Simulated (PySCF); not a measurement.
BO (SMILES [B]=O), doublet, at a GFN2-xTB geometry. Base run: HF/3-21G run with PySCF.

The PySCF input:
```python
from pyscf import gto, scf

mol = gto.Mole()
mol.atom = '''
    B    -0.000000   -0.000000   -0.729195
    O     0.000000    0.000000    0.455747
'''
mol.basis = '3-21g'
mol.charge = 0
mol.spin = 1
mol.verbose = 4
mol.build()

mf = scf.UHF(mol)
mf.kernel()
```

The base run was repeated with changes; each row names its change, and settings that it needs were set with it.

```tsv
change	E (Eh)	HOMO (eV)	dipole (D)	<S^2>
base	-98.95912	-13.83	2.44	0.832
functional = hse06	-99.35421	-9.15	1.86	0.764
functional = wb97x	-99.42679	-12.03	1.89	0.762
functional = pw6b95	-99.57788	-9.55	1.86	0.760
functional = mn12l	-99.34545	-8.07	2.01	0.769
functional = b3lyp; dispersion = d3bjm	-99.46459	-9.17	1.79	0.758
functional = lda,vwn	-98.64814	-7.83	1.55	0.758
functional = m06l	-99.46373	-8.23	1.74	0.762
functional = blyp	-99.44684	-7.69	1.53	0.756
functional = b3lyp	-99.46342	-9.17	1.79	0.758
functional = m06	-99.43492	-9.09	1.79	0.757
functional = b3lyp5	-99.41521	-9.08	1.78	0.758
functional = mn15	-99.23716	-9.66	1.91	0.765
```

Totals shift with the method and basis; they matter in differences.

Open shells are given as the SCF converged; they aren't shown to be the lowest states, and a large step between rows can be another state.
